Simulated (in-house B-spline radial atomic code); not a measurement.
# Response and correlation of Hf LXXI (Hf70+)

Closed shell 1s2. Computed with a B-spline radial code for spherical atoms: Dirac-Hartree-Fock, relativistic RPA (time-dependent Dirac-Hartree-Fock) for the response and second-order many-body perturbation theory for correlation, no-pair Dirac-Coulomb Hamiltonian, finite nucleus.

```tsv
multipole (bohr³, bohr⁵, bohr⁷)	uncoupled	coupled RPA
dipole	2.4702e-07	2.4899e-07
quadrupole	1.4274e-10	1.4361e-10
octupole	2.2591e-13	?
```

Problem. What is the coupled octupole polarisability?

Solution. 2.269e-13 atomic units, +0 % against the uncoupled value.

Problem. Which subshells carry the dipole polarisability?

Solution. 1s1/2 100.0 %.

Problem. What does the dipole shielding factor come to?

Solution. The dipole shielding factor is 0.028, against the exact N/Z = 2/72 = 0.028 of the non-relativistic theorem.

Dipole polarisability at imaginary frequency:

| u (Eh) | α(iu) (bohr³) |
| --- | --- |
| 0 | 2.49e-07 |
| 29.9 | 2.489e-07 |
| 89.7 | 2.486e-07 |
| 179 | 2.475e-07 |
| 299 | 2.448e-07 |
| 598 | 2.332e-07 |
| 1200 | 1.962e-07 |
| 2990 | 9.686e-08 |

Problem. What dispersion coefficients follow for two such ions (the dispersion part alone)?

Solution. C6 = (3/π)∫α(iu)²du = 1.104e-10 hartree·bohr⁶ and C8 = 3.64e-13 hartree·bohr⁸.

Lowest J = 1 odd-parity excitations:

```csv
energy (eV),oscillator strength,leading channel,weight
55945,0.22,1s1/2 → p1/2,1.0
57375,0.49,1s1/2 → p3/2,1.0
66597,0.037,1s1/2 → p1/2,1.0
67023,0.0998,1s1/2 → p3/2,1.0
```

Second-order correlation energy by the highest angular momentum of the excited pair (hartree): s -0.0196, p -0.02552, d -0.003511, f -0.0009622, g -0.0003699, h -0.0001694, i -9.046e-05, k -5.306e-05.

Problem. What is the second-order correlation energy at the partial-wave limit?

Solution. The listed waves sum to -0.050282 hartree; extrapolating the increments as (l + 1/2)⁻⁴ gives -0.050391 hartree, -0.686 eV per electron.
